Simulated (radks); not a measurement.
Results of a calculation; reference values are marked as such.
Code: a radial shooting solver on a logarithmic mesh with Libxc functionals. Model: Dirac Kohn-Sham, BLYP, spin-unpolarised, spherical densities, finite nucleus; open shells are shared between the two j in proportion to 2j + 1; Fermi nuclear charge, rms radius of each element as measured or else 0.836 A^(1/3) + 0.57 fm. Each species is in its NIST ground configuration. Rank Hf3+, Hg3+, Pt3+, Ta3+, Lu3+, Ir3+, Re3+, Os3+, Au3+, W3+ by radius at which the density is 0.001 e/bohr^3 (bohr), largest first.

Answer. W3+ 3.45, Re3+ 3.45, Os3+ 3.42, Ta3+ 3.41, Ir3+ 3.39, Pt3+ 3.35, Au3+ 3.31, Hf3+ 3.30, Hg3+ 3.27, Lu3+ 3.07.
